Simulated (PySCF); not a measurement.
Species: CH8ClPSi2.
InChI=1S/CH8ClPSi2/c2-5(3)1-4/h5H,1,3H2,4H3/t5-/m0/s1

Torsions of this conformer, `[SiH3:1][CH2:2][Si@H:3]([PH2:4])[Cl:5]`: Si1–C2–Si3–P4 65°, H–P4–Si3–C2 -76°, H–P4–Si3–C2 -171°.

The closed-shell ground state was solved at several levels (PySCF, density fitting, gas phase, non-relativistic). Geometry: PBE0-D3(BJ)/def2-SVP, one conformer, isolated molecule.

| level | basis functions | total energy (Eh) | HOMO (eV) | LUMO (eV) | gap (eV) | dipole (D) |
| --- | --- | --- | --- | --- | --- | --- |
| B3LYP/cc-pVTZ | 278 | -1423.6725 | -7.41 | -0.25 | 7.16 | 1.31 |
| B3LYP/6-31G* | 102 | -1423.5074 | -7.34 | -0.09 | 7.25 | 1.43 |

Problem. What might B3LYP/def2-TZVP (227 basis functions) give for the same quantities?

Solution. Total energy -1423.6604 Eh, HOMO -7.41 eV, LUMO -0.30 eV, gap 7.11 eV, dipole 1.27 D.

Problem. Over all these levels, which gives the widest orbital gap and which the narrowest?

Solution. B3LYP/6-31G* has the widest, 7.25 eV, and B3LYP/def2-TZVP the narrowest, 7.11 eV. From the narrowest to the widest the HOMO moves by +0.07 eV and the LUMO by +0.21 eV.

Problem. How much does the basis alone move the frontier levels among the 3 B3LYP rows (the withheld one included)?

Solution. The HOMO by 0.07 eV and the LUMO by 0.21 eV. By rising basis size (HOMO, LUMO in eV): 6-31G* -7.34, -0.09; def2-TZVP -7.41, -0.30; cc-pVTZ -7.41, -0.25.

Problem. How far do the dipole and the HOMO energy spread over the levels?

Solution. The dipole runs from 1.27 to 1.43 D (mean 1.33 D) and the HOMO from -7.41 to -7.34 eV.
